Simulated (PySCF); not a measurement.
Structure problem from calculated spectra and properties.

Formula: C3H11NSi3.

| Quantity | Value |
| --- | --- |
| Polarisability | 122.1 au [CAM-B3LYP/def2-SVPD] |
| NMR, other nuclei | isotropic shieldings of nuclei other than C and H, by class: 258 (1 N), 400 (2 Si), 484 (1 Si) ppm [GIAO PBE0/pcSseg-1] |
| Rotational structure | rotational constants A, B, C: 1.966, 0.995, 0.925 GHz [GFN2-xTB] |
| 1H NMR | chemical shifts (computed TMS as zero) by class: 6.80 (1 H), 6.78 (1 H), 4.65 (6 H), 3.90 (1 H), 3.44 (1 H), 3.43 (1 H) ppm [GIAO PBE0/pcSseg-1] |
| 13C NMR | chemical shifts (computed TMS as zero) by class: 144.2 (1 C), 134.3 (1 C), 46.4 (1 C) ppm [GIAO PBE0/pcSseg-1] |
| UV, first state | lowest singlet excitation: 4.60 eV (270 nm, f = 0.027) [TDDFT CAM-B3LYP/def2-SVPD] |
| UV, strongest line | among the 8 lowest singlet transitions: S4 at 5.85 eV (212 nm, f = 0.065) [TDDFT CAM-B3LYP/def2-SVPD] |
| Dipole | 0.56 D [CAM-B3LYP/def2-SVPD] |
| Triplet | lowest triplet excitation (Tamm–Dancoff): 3.80 eV [TDA CAM-B3LYP/def2-SVPD] |

Electronic properties: PySCF, gas phase, density fitting. Levels stand in brackets. The structure is a single GFN2-xTB conformer in the gas phase; no vibrational or solvent corrections. GFN2-xTB frequencies show an imaginary mode (29i cm⁻¹), so this geometry is no minimum at that level. NMR values are class means; diastereotopic atoms form classes of their own.

**Question.** Propose a structure and show how it fits.

**Answer.** Numbering: `[CH2:1]=[C:2]1[SiH2:3][C@H:4]1[N:5]([SiH3:6])[SiH3:7]`. Its formula, C3H11NSi3, gives 2 degrees of unsaturation: 1 ring and 1 π bond in the structure found. 3 carbons fall into 3 classes; from least to most shielded: fully substituted alkene carbon [C2] (144.2 ppm), terminal =CH2 carbon [C1] (134.3 ppm), ring sp3 carbon bound to nitrogen [C4] (46.4 ppm). Hydrogen classes from least to most shielded: 1 H on a terminal =CH2 carbon, C1 (6.80 ppm), 1 H on a terminal =CH2 carbon, C1 (6.78 ppm), 6 H on 2 SiH3 silicons, Si6/Si7 (4.65 ppm, a mean of values up to 0.7 ppm apart in this geometry), 1 H on an SiH2 silicon, Si3 (3.90 ppm), 1 H on an SiH2 silicon, Si3 (3.44 ppm), 1 H on an sp3 carbon bound to nitrogen, C4 (3.43 ppm). The other shieldings belong to: 258 ppm, nitrogen bridging silicon atoms [N5]; 400 ppm, SiH3 silicon [Si6/Si7]; 484 ppm, SiH2 silicon [Si3]. The optimised geometry has point group C1 and is an asymmetric top. Structure: `C=C1[SiH2][C@H]1N([SiH3])[SiH3]`. Computed isomers that give other values at the same levels: `C[Si]([SiH3])([SiH3])CC#N` (13C chemical shifts (computed TMS as zero) by class: 123.3 (1 C), 3.1 (1 C), -1.1 (1 C) ppm); `C#C[Si@@H](N)C[SiH2][SiH3]` (13C chemical shifts (computed TMS as zero) by class: 101.0 (1 C), 92.8 (1 C), -5.1 (1 C) ppm); `C[C@@H](C#N)[SiH]([SiH3])[SiH3]` (13C chemical shifts (computed TMS as zero) by class: 127.3 (1 C), 20.3 (1 C), 8.0 (1 C) ppm). The assignments are read from this structure; whether some other isomer fits the data as well wasn't checked. The mirror image fits equally.

The values belong to the conformer `[CH2:1]=[C:2]1[SiH2:3][C@H:4]1[N:5]([SiH3:6])[SiH3:7]`: Si3–C4–N5–Si6 36°.
